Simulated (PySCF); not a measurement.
Al(Cl)(NCO)(OH) (CHAlClNO2), SMILES O=C=[N][Al]([OH])[Cl]. Geometry: PBE-D3(BJ)/def2-SVP. Other conformers were not sampled.

Computed equilibrium geometry at PBE-D3(BJ)/def2-SVP (PySCF confirms it by a frequency run) as Cartesian coordinates in Å, and its point group (one conformer of several):
point group Cs.
```xyz
7

Al    -0.4149     0.5701     0.0000
Cl     1.1846     1.9173     0.0000
N     -0.1024    -1.1765     0.0000
C      0.1816    -2.3562     0.0000
O      0.4473    -3.5071     0.0000
O     -1.9886     1.2194     0.0000
H     -2.7873     0.6691     0.0000
```
Charge 0, spin multiplicity 1.
